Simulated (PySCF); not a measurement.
## Exercise with solution: entropy of an ideal gas

HO₂Si, SMILES [O][Si]O (connectivity only; charge and spin as stated), neutral, multiplicity 2.

Geometry: r2SCAN-D4/def2-TZVP. Other conformers were not sampled.

r2SCAN-D4/def2-TZVP (PySCF 2.14.0) gives the harmonic wavenumbers 303, 360, 775, 848, 1207, 3820 cm⁻¹ and the rotational temperatures 3.0234, 0.3576, 0.3198 K. The molar mass is 61.09 g/mol, the symmetry number 1, the spin multiplicity 2.

### Question
Work out the entropy at 298.15 K and 1 atm in the rigid-rotor, harmonic-oscillator model.

### Answer

Translation (Sackur–Tetrode at 1 atm): S = R[1.5 ln M + 2.5 ln T − 1.16487] = 160.0 J/(mol K).
Rotation: q = (√π/σ) T^1.5/√(θA θB θC) = 15500, S = R[ln q + 3/2] = 92.7 J/(mol K).
Vibration: with u = 1.4388 ν/T, each mode gives R[u/(e^u − 1) − ln(1 − e^−u)]:
| ν (cm⁻¹) | modes | u | S (J/(mol K)) |
|---|---|---|---|
| 303 | 1 | 1.46 | 5.86 |
| 360 | 1 | 1.74 | 4.69 |
| 775 | 1 | 3.74 | 0.96 |
| 848 | 1 | 4.09 | 0.72 |
| 1207 | 1 | 5.82 | 0.17 |
The stiffer modes add less than 0.005 each. Sum 12.4 J/(mol K).
Spin: R ln 2 = 5.8 J/(mol K).
Total 270.9 J/(mol K); the program's own thermochemistry gives 270.9. Translation makes up 59 % and vibration 5 %. Anharmonicity, hindered rotation and orbital degeneracy are left out.
